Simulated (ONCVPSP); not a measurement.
**Before and after: ONCV potential for bromine**

ONCVPSP 4.0.1 input, shortened (lines: element, Z, core and valence counts, functional; n l f; lmax; l rc ep ncon nbas qcut; lloc lpopt rc5 dvloc0; l nproj debl; icmod fcfact rcfact), PBE, scalar-relativistic:

```
  Br 35.00    3    5        4      upf
    1    0    2.00
    2    0    2.00
    2    1    6.00
    3    0    2.00
    3    1    6.00
    3    2   10.00
    4    0    2.00
    4    1    4.50
    2
    0    1.05    0.00    5    8   13.40
    1    0.95    0.00    4    7   15.70
    2    0.65    0.00    4    9   22.70
    4    5    0.50    0.00
    0    2    1.10
    1    2    1.00
    2    3    2.50
    3    3.00    1.30
```

In the d channel the program set the typed energies aside and used -2.649, 0.250, 2.750 Ha.

Change: p: qcut 11.3.

Cutoffs: the cutoffs (Ha) at which the residual kinetic energy of the hardest occupied pseudo-wave falls to 1 and 0.1 mHa per electron; they do not see the model core or the augmentation charge, which bear on the density cutoff. Errors are all-electron minus pseudo energies relative to the spin-unpolarised reference configuration.

Task: What does the change do?

Result: The potential gets neither clearly harder nor softer (217 Ha and 241 Ha → 217 Ha and 241 Ha); a bound ghost appears in p, which as a rule spoils a file; of the 4 tests that both files solve, the error grows in 1 and shrinks in 2 by more than 15 % and 0.3 meV (median size 1.1 → 0.2 meV).

| quantity | base | changed |
| --- | --- | --- |
| cutoff, loose | 217 Ha | 217 Ha |
| cutoff, tight | 241 Ha | 241 Ha |
| loose cutoff by channel | s 66 Ha, p 80 Ha, d 217 Ha | s 66 Ha, p 64 Ha, d 217 Ha |
| bound ghosts | none | p |
| GHOST(+) flags under 300 eV | none | none |
| error for 3s2 3p6 3d10 4s2 4p5, meV [ΔE -5.07 eV] | +0.4 | -0.3 |
| error for 3s2 3p6 3d10 4s2 4p4, meV [ΔE 7.48 eV] | -0.6 | +0.2 |
| error for 3s2 3p6 3d10 4s2 4p3, meV [ΔE 30.24 eV] | -2.7 | +0.1 |
| error for 3s2 3p6 3d10 4s1 4p6, meV [ΔE 7.30 eV] | -1.6 | -3.8 |
| s: phases at 1.07 bohr within 0.05 rad from the reference energy up to (Ha; the scan ends near 5) | to the end of the scan | to the end of the scan |
| p: phases at 0.97 bohr within 0.05 rad from the reference energy up to (Ha; the scan ends near 5) | to the end of the scan | to the end of the scan |
| d: phases at 0.66 bohr within 0.05 rad from the reference energy up to (Ha; the scan ends near 5) | to the end of the scan | to the end of the scan |
| rms error of d²Exc/dni dnj with the model core, mHa | 1.82 | 1.79 |

 A true bound ghost makes a file unfit for plane-wave use even where its test errors are small: the radial tests pick states by their node count and pass the ghost by.
